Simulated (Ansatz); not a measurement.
Worked example: the barrier

An elementary step of HfH2Cl2O2, closed shell (HfH₂Cl₂O₂ ([OH][Hf]([OH])([Cl])[Cl]) → HfCl₂O ([O][Hf]([Cl])[Cl]) + H₂O (still joined by a long Hf–O bond); bonds formed: O2–H4; bonds broken: O3–H4; bonds weakened to dative contacts: Hf1–O2). “Start” is the structure reached by relaxing down from the saddle towards the reactants; PBE0-D4/def2-TZVP structures. The saddle:

Hf1  (-0.303, 0.006, 0.704)
O2  (0.785, -0.504, -1.063)
O3  (-1.289, 0.584, -0.704)
H4  (-0.171, 0.081, -1.332)
Cl5  (0.674, 1.778, 1.921)
Cl6  (-1.303, -1.768, 1.905)
H7  (1.609, -0.176, -1.430)
(Å)

Program: Ansatz 0.2.0. Basis: def2-TZVPP and def2-QZVPP. Cores are frozen in the correlated methods. Core potentials replace the inner electrons of the atoms past krypton.

Energies in eV:

| quantity | saddle | start |
| --- | --- | --- |
| Hartree–Fock, triple zeta (X = 3) | -30413.84426 | -30416.74199 |
| Hartree–Fock, quadruple zeta (X = 4) | -30414.74075 | -30417.64490 |
| MP2 correlation, X = 3 | -32.86237 | -31.99429 |
| MP2 correlation, X = 4 | -36.33576 | -35.48415 |
| CCSD(T) correlation, X = 3 | -34.72601 | -34.00639 |

Question: Work out the barrier at the basis limit: extrapolate Hartree–Fock as E(X) = E∞ + A exp(−7.88 √X) and the MP2 correlation as E(X) = E∞ + B X^−2.97 (the exponents that Neese and Valeev fitted for def2-TZVPP and QZVPP), then add CCSD(T) − MP2 in triple zeta.

Answer: Each step is linear, so take the differences first (saddle − start): Hartree–Fock 2.89773 (X = 3) and 2.90415 (X = 4); MP2 correlation -0.86808 and -0.85161; CCSD(T) correlation -0.71962.
Two points give E∞ = E(4) + w [E(4) − E(3)], with w = 1/(exp(7.88 (2 − √3)) − 1) = 0.1377 for Hartree–Fock and w = 1/((4/3)^2.97 − 1) = 0.7407 for the correlation.
Hartree–Fock: 2.90415 + 0.1377 × 0.00642 = 2.9050 eV.
MP2 correlation: -0.85161 + 0.7407 × 0.01647 = -0.8394 eV.
CCSD(T) − MP2: -0.71962 − (-0.86808) = 0.1485 eV.
Sum: 2.9050 + (-0.8394) + 0.1485 = 2.2141 eV, or 51.06 kcal/mol. Plain CCSD(T) in triple zeta gives 2.1781 eV, so the larger basis shifts the result by 0.0360 eV.

The T1 diagnostic stays at or below 0.018.

Labels in which every atom is bracketed show which atoms are joined, not bond orders.

For scale, one of the runs: CCSD(T)/def2-TZVPP, 230 basis functions, launched by `ansatz run in.yaml --threads 8 --pin off --events-out ev --progress --plain --max-ram 19148MiB`. Time: 29 s of wall clock on 8 CPU threads of an AMD EPYC 9R45; the host was shared. Peak host memory: 4.4 GiB.
